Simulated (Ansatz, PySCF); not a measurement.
Reaction (SMILES): CCl (CH3Cl) [chloromethane] -> [CH3] (CH3) + Cl atom (the C-Cl bond at the site shown breaks; other sites are not compared here)
Geometries: B3LYP-D3(BJ)/def2-TZVP minima from Ansatz (a program for electronic structure).

Property: bond dissociation energy (enthalpy at 298 K, with B3LYP-D3(BJ) rigid-rotor harmonic-oscillator terms from PySCF), in kcal/mol. Correlated levels leave the core frozen unless marked. UHF or UKS for open shells. No spin-orbit coupling. No relativistic terms. CBS marks a two-point X^-3 extrapolation of the correlation energy; Hartree-Fock from the larger set. [CCSD(T)-MP2]/basis is that difference in the basis named.

From measured enthalpies of formation at 298 K: 83.8 kcal/mol (CCl (CH3Cl) -19.7, ATcT 1.112; [CH3] (CH3) 35.0, ATcT 1.112; Cl atom 29.0, ATcT 1.112). It holds spin-orbit effects, which the calculations lack, and core correlation, which the frozen-core levels lack.

```tsv
level	program	bond dissociation energy (kcal/mol)	error against measurement
HF/def2-TZVPPD	Ansatz	50.4	-33.4
r2SCAN/def2-TZVPD	Ansatz	80.8	-3.0
B3LYP-D4/def2-TZVPD	Ansatz + dftd4	80.8	-3.0
PBE0/STO-3G	Ansatz	96.8	13.0
BHLYP-D3(BJ)/def2-TZVPD	Ansatz + dftd3	76.6	-7.2
TPSSh-D3(BJ)/def2-TZVPD	PySCF + dftd3	82.1	-1.7
wB97X-V/def2-TZVPD	Ansatz	85.4	1.6
MP2/cc-pV(D+d)Z	Ansatz	80.0	-3.8
RI-MP2/CBS(aug-cc-pV(T+d)Z,aug-cc-pV(Q+d)Z)	Ansatz	89.9	6.1
SCS-MP2/def2-SVPD	Ansatz	79.3	-4.5
CCSD/CBS(def2-TZVPP,def2-QZVPP)	Ansatz	80.9	-2.9
CCSD(T)/def2-TZVPP	Ansatz	80.8	-3.0
RI-MP2/CBS(def2-TZVPP,def2-QZVPP)+[CCSD(T)-MP2]/def2-SVP	Ansatz	86.2	2.4
RI-MP2/CBS(def2-TZVPPD,def2-QZVPPD)+[CCSD(T)-MP2]/def2-QZVPPD	Ansatz	84.4	0.6
CCSD(T)/CBS(def2-TZVPPD,def2-QZVPPD)	Ansatz	84.4	0.6
```
